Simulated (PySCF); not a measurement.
These compounds are isomers of formula C8H10N2Si.

A. SMILES [SiH3]Cc1cn2ccccc2n1
B. `C1([SiH3])=NN=CC(CC)=C1C#C`
C. SMILES c1([SiH3])cc2cnn(C)c2cc1

Spectrum 1. 13C{1H} NMR (computed): δ 155.1 (C), 149.5 (C), 127.6 (CH), 127.5 (CH), 123.6 (CH), 117.0 (CH), 109.7 (CH), 14.5 (CH2).

Spectrum 2. 13C{1H} NMR (computed): δ 144.7 (C), 136.5 (CH), 135.3 (CH), 134.9 (CH), 131.3 (C), 124.4 (C), 112.0 (CH), 37.2 (CH3).

Spectrum 3. 13C{1H} NMR (computed): δ 167.7 (C), 154.6 (CH), 148.2 (C), 129.4 (C), 103.4 (CH), 84.0 (C), 29.5 (CH2), 18.8 (CH3).

Method: shieldings: GIAO PBE0/pcSseg-1, structure optimised with GFN2-xTB, in PySCF (non-relativistic, a single conformation, no solvent, rapidly exchanging positions averaged).

δ = σ(ref) − σ, references computed at the same level: 13C against TMS. Shifts are as computed. Against solution values, carbons near 30 ppm lie about +3 ppm off and those near 130 ppm about +5 ppm. Of 1211 compounds with measured shifts, 218 miss one by over three times the rms of a fit or turn the order of signals round; such compounds aren't used in these exercises.

Question: Match each spectrum to its structure.

Answer: 1–A, 2–C, 3–B.

- Spectrum 1 (A): 8 13C signals; δC 127.5 is an aromatic CH; δC 155.1 is a substituted aromatic carbon next to a ring nitrogen.
- Spectrum 2 (C): 8 13C signals; δC 136.5 is an aromatic CH; δC 134.9 is an aromatic CH.
- Spectrum 3 (B): 8 13C signals; δC 154.6 is an aromatic CH next to a ring nitrogen; δC 103.4 is a terminal alkyne carbon.
